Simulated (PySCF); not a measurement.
Cl₃Y, charge +1, doublet, at a GFN2-xTB geometry (such geometries of metal compounds can be far from the true shape) (the multiplicity is a formal guess) (core potentials on Y); HF/def2-SV(P) in PySCF.

Here is a job for PySCF.
```python
from pyscf import gto, scf

mol = gto.Mole()
mol.atom = '''
    Y     0.27188684    0.69872193    0.42992266
    Cl    1.62680609   -0.89796699   -0.89804286
    Cl   -0.88335792   -1.29797139    1.33950469
    Cl   -1.36718856    0.59298806   -1.42775500
'''
mol.basis = 'def2-sv(p)'
mol.ecp = {'Y': 'def2-sv(p)'}
mol.charge = 1
mol.spin = 1
mol.verbose = 4
mol.build()

mf = scf.UHF(mol)
mf.kernel()
```

Q: Predict the main parts of the log of this PySCF run.

A: 
```
PySCF version 2.14.0

[INPUT] verbose = 4
[INPUT] num. atoms = 4
[INPUT] num. electrons = 61
[INPUT] charge = 1
[INPUT] spin (= nelec alpha-beta = 2S) = 1
[INPUT] symmetry False subgroup None
[INPUT] Mole.unit = angstrom
[INPUT] Symbol           X                Y                Z      unit          X                Y                Z       unit  Magmom
[INPUT]  1 Y      0.271886840000   0.698721930000   0.429922660000 AA    0.513791664473   1.320393084928   0.812436082145 Bohr   0.0
[INPUT]  2 Cl     1.626806090000  -0.897966990000  -0.898042860000 AA    3.074217967875  -1.696911680000  -1.697055053521 Bohr   0.0
[INPUT]  3 Cl    -0.883357920000  -1.297971390000   1.339504690000 AA   -1.669304538765  -2.452810444621   2.531297006670 Bohr   0.0
[INPUT]  4 Cl    -1.367188560000   0.592988060000  -1.427755000000 AA   -2.583611939038   1.120585028537  -2.698065922978 Bohr   0.0

nuclear repulsion = 255.204472520399
number of shells = 34
number of NR pGTOs = 158
number of NR cGTOs = 78
basis = def2-sv(p)
ecp = {'Y': 'def2-sv(p)'}

******** <class 'pyscf.scf.uhf.UHF'> ********
method = UHF
initial guess = minao
damping factor = 0
level_shift factor = 0
DIIS = <class 'pyscf.scf.diis.CDIIS'>
diis_start_cycle = 1
diis_space = 8
diis_damp = 0
SCF conv_tol = 1e-09
SCF conv_tol_grad = None
SCF max_cycles = 50
direct_scf = True
direct_scf_tol = 1e-13
number electrons alpha = 31  beta = 30
Set gradient conv threshold to 3.16228e-05
init E= -1410.76247216022

cycle= 1 E= -1415.75341053595  delta_E= -4.99  |g|= 0.35  |ddm|= 3.09
cycle= 2 E= -1415.79661519278  delta_E= -0.0432  |g|= 0.0736  |ddm|= 0.537
cycle= 3 E= -1415.80220344787  delta_E= -0.00559  |g|= 0.0334  |ddm|= 0.131
cycle= 4 E= -1415.80352873932  delta_E= -0.00133  |g|= 0.0131  |ddm|= 0.0657
cycle= 5 E= -1415.80405524627  delta_E= -0.000527  |g|= 0.00538  |ddm|= 0.0478
cycle= 6 E= -1415.80413101163  delta_E= -7.58e-05  |g|= 0.00186  |ddm|= 0.0176
cycle= 7 E= -1415.80414364067  delta_E= -1.26e-05  |g|= 0.000391  |ddm|= 0.00874
cycle= 8 E= -1415.8041440814  delta_E= -4.41e-07  |g|= 0.00012  |ddm|= 0.00169
cycle= 9 E= -1415.80414411628  delta_E= -3.49e-08  |g|= 4.05e-05  |ddm|= 0.000454
cycle= 10 E= -1415.80414412045  delta_E= -4.17e-09  |g|= 9.65e-06  |ddm|= 0.000175
cycle= 11 E= -1415.80414412065  delta_E= -1.99e-10  |g|= 2.81e-06  |ddm|= 3.33e-05
Extra cycle  E= -1415.80414412066  delta_E= -1.36e-11  |g|= 1.39e-06  |ddm|= 6.33e-06
converged SCF energy = -1415.80414412066  <S^2> = 0.82035727  2S+1 = 2.0691614
```
